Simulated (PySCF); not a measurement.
Fill in the blanks.

C4H14O2Si2.
Geometry (GFN2-xTB, Å), atoms numbered from 1 in this order:
```xyz
22
C4H14O2Si2 angstrom
C      3.683    1.154    0.207
O      2.353    0.826    0.431
Si     1.597   -0.470   -0.159
O      0.164   -0.279    0.539
C     -0.976   -1.064    0.317
C     -1.742   -1.176    1.630
C     -1.812   -0.442   -0.796
Si    -2.095    1.428   -0.567
H      3.929    1.104   -0.857
H      4.345    0.470    0.744
H      3.850    2.170    0.566
H      2.234   -1.730    0.248
H      1.548   -0.435   -1.627
H     -0.658   -2.073    0.010
H     -2.014   -0.186    1.983
H     -2.642   -1.771    1.494
H     -1.114   -1.651    2.381
H     -1.284   -0.596   -1.738
H     -2.758   -0.979   -0.872
H     -2.927    1.679    0.615
H     -2.849    1.875   -1.746
H     -0.842    2.166   -0.483
```

```tsv
property	level	value
point group of the GFN2-xTB geometry	GFN2-xTB	C1
rotational constants A, B, C of the GFN2-xTB geometry	GFN2-xTB	?
dipole moment	PBE0/pcSseg-1	?
HOMO energy	PBE0/pcSseg-1	?
LUMO energy	PBE0/pcSseg-1	?
13C chemical shifts (computed TMS as zero) by class	GIAO PBE0/pcSseg-1	65.8 (C5), 50.0 (C1), 26.2 (C6), 21.5 (C7) ppm
1H chemical shifts (computed TMS as zero) by class	GIAO PBE0/pcSseg-1	?
isotropic shieldings of nuclei other than C and H, by class	GIAO PBE0/pcSseg-1	?
```

The electronic properties come from PySCF, for the isolated species, density fitting. GFN2-xTB frequencies show an imaginary mode (26i cm⁻¹), so this geometry is no minimum at that level. NMR classes are plain means over equivalent atoms (diastereotopic ones count apart unless rotation or inversion swaps them), as if these changed places fast; in this geometry the members of some classes differ.

Problem. What are the isotropic shieldings of nuclei other than C and H, by class?

Solution. 272 (O4), 331 (O2), 383 (Si3), 434 (Si8) ppm.

Problem. Give the LUMO energy.

Solution. 0.51 eV.

Problem. Give the dipole moment.

Solution. 1.84 D.

Problem. What are the 1H chemical shifts (computed TMS as zero) by class?

Solution. 4.87 (H13), 4.84 (H12), 4.37 (H14), 3.91 (H20/H21/H22), 3.81 (H9/H10/H11), 1.51 (H18), 1.28 (H15/H16/H17), 0.83 (H19) ppm.

Problem. Give the rotational constants A, B, C of the GFN2-xTB geometry.

Solution. 2.178, 0.735, 0.626 GHz.

Problem. Give the HOMO energy.

Solution. -8.00 eV.

In atomic units the dipole is 0.72 e·bohr (1 au = 2.5417 D). A dipole of 1.84 D is allowed in C1, and pure rotational transitions are dipole-allowed. With B = h/(8π²I), that is 505.379 GHz u Å² over I, the principal moments of inertia are 232.0, 687.7 and 807.5 u Å² (most abundant isotopes); the inertial defect Ic − Ia − Ib is -112.2 u Å² (zero for a rigid planar frame, negative otherwise). The rotational constants make it an asymmetric top with κ = (2B − A − C)/(A − C) = -0.86, nearer the prolate limit (−1).

One conformer stands for the species.
